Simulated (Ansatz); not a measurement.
This triplet is an excited state, 2.77 eV above the relaxed singlet at the level frozen-core CCSD(T)/cc-pVTZ // B3LYP-D3(BJ)/def2-TZVP (Ansatz, a quantum-chemistry and plane-wave program).

Species: HClGeO, SMILES `[OH][Ge][Cl]` (excited triplet; H–O–Ge–Cl torsion 97°) (charge 0, multiplicity 3).

### Question
Give a relaxed geometry from Ansatz with B3LYP-D3(BJ)/def2-TZVP.

### Answer
One answer among several that fit: the end point of this relaxation, one of several conformers (outside a Z-matrix the atoms follow the SMILES, hydrogens last).
Cartesian coordinates (Å) in one orientation:
```xyz
4

O     -1.107    -0.111     0.430
Ge     0.427     0.782     0.071
Cl     2.274    -0.390    -0.114
H     -1.594    -0.281    -0.387
```
